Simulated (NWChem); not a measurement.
System: C$_{4}$H$_{5}$FO; SMILES C1(=CF)COC1

Here is an NWChem input.

```
start job
memory heap 200 mb stack 900 mb global 1100 mb
geometry units angstroms noautoz
  F     -0.343506     2.339303     0.000000
  C      0.581873     1.354147     0.000000
  C      0.233005     0.079189     0.000000
  C     -1.061065    -0.695722     0.000000
  O     -0.320439    -1.944008     0.000000
  C      0.952398    -1.250341     0.000000
  H      1.599266     1.733637     0.000000
  H     -1.689517    -0.586446     0.894547
  H     -1.689517    -0.586446    -0.894547
  H      1.547464    -1.481630    -0.894690
  H      1.547464    -1.481630     0.894690
end
basis spherical
  F library 6-31g*
  C library 6-31g*
  O library 6-31g*
  H library 6-31g*
end
dft
  xc b3lyp
  iterations 150
  mulliken
end
task dft energy
```

NWChem printed, in part:

```
             Northwest Computational Chemistry Package (NWChem) 7.3.0
             --------------------------------------------------------

 CS  symmetry detected

                             Geometry "geometry" -> ""
                             -------------------------

 Output coordinates in angstroms (scale by  1.889725989 to convert to a.u.)

  No.       Tag          Charge          X              Y              Z
 ---- ---------------- ---------- -------------- -------------- --------------
    1 F                    9.0000    -0.33062268     2.34033722     0.00000000
    2 C                    6.0000     0.59026136     1.35097822     0.00000000
    3 C                    6.0000     0.23559215     0.07762182     0.00000000
    4 C                    6.0000    -1.06199257    -0.69138931     0.00000000
    5 O                    8.0000    -0.32705763    -1.94303441     0.00000000
    6 C                    6.0000     0.94892441    -1.25516977     0.00000000
    7 H                    1.0000     1.60937162     1.72583215     0.00000000
    8 H                    1.0000    -1.68994052    -0.57925313     0.89454700
    9 H                    1.0000    -1.68994052    -0.57925313    -0.89454700
   10 H                    1.0000     1.54293119    -1.48916568    -0.89469000
   11 H                    1.0000     1.54293119    -1.48916568     0.89469000

 Effective nuclear repulsion energy (a.u.)     226.9734612780

      Symmetry information
      --------------------

 Group name             Cs
 Group number              2
 Group order               2
 No. of unique centers     9

                                 NWChem DFT Module
                                 -----------------

 Summary of "ao basis" -> "ao basis" (spherical)
 ------------------------------------------------------------------------------
       Tag                 Description            Shells   Functions and Types
 ---------------- ------------------------------  ------  ---------------------
 F                           6-31g*                  6       14   3s2p1d
 C                           6-31g*                  6       14   3s2p1d
 O                           6-31g*                  6       14   3s2p1d
 H                           6-31g*                  2        2   2s

      Symmetry analysis of basis
      --------------------------

        a'         66
        a"         28

            General Information
            -------------------
          SCF calculation type: DFT
          Wavefunction type:  closed shell.
          No. of atoms     :    11
          No. of electrons :    46
           Alpha electrons :    23
            Beta electrons :    23
          Charge           :     0
          Spin multiplicity:     1
          Use of symmetry is: on ; symmetry adaption is: on
          Maximum number of iterations: 150
          AO basis - number of functions:    94
                     number of shells:    46
          Convergence on energy requested:  1.00D-06
          Convergence on density requested:  1.00D-05
          Convergence on gradient requested:  5.00D-04

              XC Information
              --------------
                         B3LYP Method XC Potential
                     Hartree-Fock (Exact) Exchange  0.200
                        Slater Exchange Functional  0.800 local
                    Becke 1988 Exchange Functional  0.720 non-local
              Lee-Yang-Parr Correlation Functional  0.810
                  VWN I RPA Correlation Functional  0.190 local

             Grid Information
             ----------------
          Grid used for XC integration:  medium
          Radial quadrature: Mura-Knowles
          Angular quadrature: Lebedev.
          Tag              B.-S. Rad. Rad. Pts. Rad. Cut. Ang. Pts.
          ---              ---------- --------- --------- ---------
          F                   0.50       49          11.0       434
          C                   0.70       49          10.0       434
          O                   0.60       49          10.0       434
          H                   0.35       45          10.0       434
          Grid pruning is: on
          Number of quadrature shells:   429
          Spatial weights used:  Erf1

      Superposition of Atomic Density Guess
      -------------------------------------

 Sum of atomic energies:        -327.25886354

      Non-variational initial energy
      ------------------------------

 Total energy =    -330.362923
 1-e energy   =    -898.051072
 2-e energy   =     340.714688
 HOMO         =      -0.237636
 LUMO         =       0.062095

      Symmetry analysis of molecular orbitals - initial
      -------------------------------------------------

  Numbering of irreducible representations:

     1 a'          2 a"

  Orbital symmetries:

     1 a'          2 a'          3 a'          4 a'          5 a'
     6 a'          7 a'          8 a'          9 a'         10 a'
    11 a'         12 a'         13 a'         14 a'         15 a"
    16 a"         17 a'         18 a'         19 a"         20 a'
    21 a'         22 a"         23 a"         24 a"         25 a'
    26 a'         27 a'         28 a'         29 a'         30 a'
    31 a"         32 a"         33 a'

     ---------------------------------------------
      Total Density - Mulliken Population Analysis
     ---------------------------------------------

    Atom       Charge   Shell Charges
 -----------   ------   -------------------------------------------------------
    1 F    9     9.46   2.00  0.94  3.39  1.01  2.11  0.01
    2 C    6     5.65   2.00  0.70  1.66  0.50  0.73  0.06
    3 C    6     6.18   2.00  0.74  1.96  0.55  0.91  0.04
    4 C    6     5.95   2.00  0.70  1.75  0.58  0.86  0.06
    5 O    8     8.77   2.00  0.93  3.01  0.95  1.86  0.02
    6 C    6     5.94   2.00  0.70  1.74  0.58  0.86  0.06
    7 H    1     0.82   0.47  0.35
    8 H    1     0.81   0.48  0.33
    9 H    1     0.81   0.48  0.33
   10 H    1     0.81   0.48  0.33
   11 H    1     0.81   0.48  0.33

   convergence    iter        energy       DeltaE   RMS-Dens  Diis-err
 ---------------- ----- ----------------- --------- --------- ---------
 d= 0,ls=0.0,diis     1   -330.2980015873 -5.57D+02  1.56D-02  9.29D-01
 d= 0,ls=0.0,diis     2   -330.2677531529  3.02D-02  8.88D-03  1.43D+00
 d= 0,ls=0.0,diis     3   -330.4010868981 -1.33D-01  1.95D-03  7.05D-02
 d= 0,ls=0.0,diis     4   -330.4061259320 -5.04D-03  7.66D-04  9.07D-03
 d= 0,ls=0.0,diis     5   -330.4070720844 -9.46D-04  1.94D-04  6.63D-04
  Resetting Diis
 d= 0,ls=0.0,diis     6   -330.4071389291 -6.68D-05  7.82D-05  8.14D-05
 d= 0,ls=0.0,diis     7   -330.4071487755 -9.85D-06  4.19D-05  4.16D-06
 d= 0,ls=0.0,diis     8   -330.4071479435  8.32D-07  2.64D-05  1.13D-05
 d= 0,ls=0.0,diis     9   -330.4071492351 -1.29D-06  2.73D-06  1.39D-07
 d= 0,ls=0.0,diis    10   -330.4071492521 -1.70D-08  4.82D-07  2.29D-09

         Total DFT energy =     -330.407149252104
      One electron energy =     -901.618794645491
           Coulomb energy =      386.890595302175
    Exchange-Corr. energy =      -42.652411186827
 Nuclear repulsion energy =      226.973461278039

 Numeric. integr. density =       45.999990568307

                  Occupations of the irreducible representations
                  ----------------------------------------------

                     irrep           alpha         beta
                     --------     --------     --------
                     a'               18.0         18.0
                     a"                5.0          5.0

                       DFT Final Molecular Orbital Analysis
                       ------------------------------------

 Vector   21  Occ=2.000000D+00  E=-3.258198D-01  Symmetry=a'
              MO Center= -1.8D-01, -1.1D+00, -3.9D-15, r^2= 2.7D+00
   Bfn.  Coefficient  Atom+Function         Bfn.  Coefficient  Atom+Function
  ----- ------------  ---------------      ----- ------------  ---------------
    60      0.467196   5 O  py               64      0.334214   5 O  py
    32      0.243206   3 C  py               46     -0.226148   4 C  py
    74     -0.187020   6 C  py               20      0.176304   2 C  s
    18     -0.168462   2 C  py               62     -0.166215   5 O  s
    59      0.137604   5 O  px                4      0.125776   1 F  py

 Vector   22  Occ=2.000000D+00  E=-2.744945D-01  Symmetry=a"
              MO Center= -3.9D-02, -6.2D-01,  1.5D-16, r^2= 3.1D+00
   Bfn.  Coefficient  Atom+Function         Bfn.  Coefficient  Atom+Function
  ----- ------------  ---------------      ----- ------------  ---------------
    61      0.481692   5 O  pz               65      0.355272   5 O  pz
    33     -0.287555   3 C  pz               19     -0.239136   2 C  pz
    37     -0.233384   3 C  pz                5      0.202220   1 F  pz
     9      0.157427   1 F  pz               23     -0.130976   2 C  pz
    88     -0.070209   8 H  s                90      0.070209   9 H  s

 Vector   23  Occ=2.000000D+00  E=-2.409172D-01  Symmetry=a"
              MO Center=  4.9D-02, -3.3D-01,  4.9D-15, r^2= 3.7D+00
   Bfn.  Coefficient  Atom+Function         Bfn.  Coefficient  Atom+Function
  ----- ------------  ---------------      ----- ------------  ---------------
    61      0.360911   5 O  pz               19      0.295765   2 C  pz
    33      0.272960   3 C  pz               65      0.271820   5 O  pz
     5     -0.200487   1 F  pz               23      0.185347   2 C  pz
    37      0.182265   3 C  pz               92      0.180381  10 H  s
    94     -0.180381  11 H  s                88     -0.176988   8 H  s

[...]
```

Level: B3LYP/6-31G* (spherical d). All runs use the structure optimised with B3LYP/6-31G* (spherical d).
